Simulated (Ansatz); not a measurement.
```yaml
crystal:
  periodic: [false, false, false]
  atoms:
    - {symbol: C, position_ang: [0.441914, -1.187953, 0.869554]}
    - {symbol: N, position_ang: [0.806710, -0.186117, -0.128130]}
    - {symbol: Sn, position_ang: [-0.578135, 1.040202, -0.829259]}
    - {symbol: F, position_ang: [-2.002603, 0.037481, -1.566151]}
    - {symbol: F, position_ang: [0.127021, 2.153954, -2.184873]}
    - {symbol: F, position_ang: [-1.427616, 2.225491, 0.387653]}
    - {symbol: H, position_ang: [0.266251, -0.785129, 1.872600]}
    - {symbol: H, position_ang: [-0.458769, -1.714595, 0.549261]}
    - {symbol: H, position_ang: [1.242268, -1.929537, 0.931318]}
    - {symbol: H, position_ang: [1.666161, 0.295104, 0.101026]}
basis:
  gaussian: {orbitals: def2-SVPD, fitting: {mean_field: cc-pVTZ-jkfit}}
hamiltonian: {xc: {name: B97}}
output: {forces: true}
```

```sh
$ ansatz run in.yaml --threads 4 --pin off --events-out ev --progress --plain --max-ram 11315MiB
```

Task: How does Ansatz answer? (An estimate is asked.)

Result: Computed: The program refused the input.
```
Functional definition: B97
Error: <dir> the basis set cc-pVTZ-JKFIT has no functions for Sn
```
